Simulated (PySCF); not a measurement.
Structure problem from calculated spectra and properties.

Formula: C8H16Si.

| Property | Result |
| --- | --- |
| 13C NMR | chemical shifts (computed TMS as zero) by class: 52.3 (2 C), 49.4 (1 C), 47.8 (1 C), 39.2 (1 C), 37.0 (1 C), 22.0 (1 C), 17.2 (1 C) ppm [GIAO KT2/pcSseg-1] |
| Triplet | lowest triplet excitation (Tamm–Dancoff): 7.64 eV [TDA wB97X-D/def2-SVPD] |
| Valence photoelectron | vertical ionisation energy: 9.70 eV [ΔSCF wB97X-D/def2-SVPD] |
| Dipole | 0.90 D [wB97X-D/def2-SVPD] |
| 1H NMR | chemical shifts (computed TMS as zero) by class: 3.86 (3 H), 1.59 (2 H), 1.51 (2 H), 1.28 (3 H), 1.22 (2 H), 1.19 (2 H), 0.93 (2 H) ppm [GIAO KT2/pcSseg-1] |
| UV, first state | lowest singlet excitation: 7.91 eV (157 nm, f = 0.039) [TDDFT wB97X-D/def2-SVPD] |
| NMR, other nuclei | isotropic shieldings of nuclei other than C and H, by class: 439 (1 Si) ppm [GIAO KT2/pcSseg-1] |
| Rotational structure | rotational constants A, B, C: 3.120, 0.791, 0.761 GHz [PBE0-D3(BJ)/def2-SVP] |
| UV, strongest line | among the 10 lowest singlet transitions: S6 at 8.68 eV (143 nm, f = 0.129) [TDDFT wB97X-D/def2-SVPD] |
| Polarisability | 117.0 au [wB97X-D/def2-SVPD] |

The electronic properties come from PySCF, for the isolated species, density fitting. Levels stand in brackets. The structure is a single PBE0-D3(BJ)/def2-SVP conformer in the gas phase; no vibrational or solvent corrections. Each NMR value is the plain mean over a class of atoms that symmetry, rotation or inversion makes alike.

Question: Give a SMILES that accounts for the data.

Answer: Numbering: `[CH3:1][C@:2]12[CH2:3][CH2:4][C@:5]([CH2:6][SiH3:7])([CH2:8]1)[CH2:9]2`. Its formula, C8H16Si, gives 2 degrees of unsaturation: 2 rings and 0 π bonds in the structure found. 8 carbons fall into 7 classes; from least to most shielded: four-membered-ring carbon [C8/C9] (52.3 ppm, 2 C, up to 5.0 ppm apart in this geometry), sp3 carbon at a ring junction [C5] (49.4 ppm), sp3 carbon at a ring junction [C2] (47.8 ppm), ring CH2 carbon [C3] (39.2 ppm), ring CH2 carbon [C4] (37.0 ppm), methyl carbon [C1] (22.0 ppm), chain sp3 carbon bound to silicon [C6] (17.2 ppm). Hydrogen classes from least to most shielded: 3 H on an SiH3 silicon, Si7 (3.86 ppm), 2 H on a ring CH2 carbon, C4 (1.59 ppm), 2 H on a ring CH2 carbon, C3 (1.51 ppm), 3 H on a methyl carbon, C1 (1.28 ppm), 2 H on an sp3 carbon bound to silicon, C6 (1.22 ppm), 2 H on 2 four-membered-ring carbons, C8/C9 (1.19 ppm), 2 H on 2 four-membered-ring carbons, C8/C9 (0.93 ppm). The other shieldings belong to: 439 ppm, SiH3 silicon [Si7]. The first electron is taken from the HOMO, whose largest Löwdin shares are 0.21 on a four-membered-ring carbon, 0.17 on the sp3 carbon bound to silicon, 0.14 on an sp3 carbon at a ring junction and 0.12 on the SiH3 silicon. The optimised geometry has point group C1 and is an asymmetric top. Structure: `C[C@]12CC[C@](C[SiH3])(C1)C2`. Computed isomers that give other values at the same levels: `CC[C@@H]1C[C@H](C2CC2)[SiH2]1` (13C chemical shifts (computed TMS as zero) by class: 39.9 (1 C), 33.9 (1 C), 32.0 (1 C), 27.7 (1 C), 16.7 (1 C), 16.3 (1 C), 8.7 (1 C), 6.3 (1 C) ppm); `CC[C@@H]1C[C@@H](C2CC2)[SiH2]1` (13C chemical shifts (computed TMS as zero) by class: 41.1 (1 C), 32.1 (1 C), 31.1 (1 C), 30.2 (1 C), 16.2 (1 C), 15.7 (1 C), 5.3 (1 C), 5.2 (1 C) ppm); `C1CC[Si]2(C1)CCCC2` (rotational constant A: 2.838 GHz; this holds for the one conformer computed). The assignments are read from this structure; whether some other isomer fits the data as well wasn't checked.
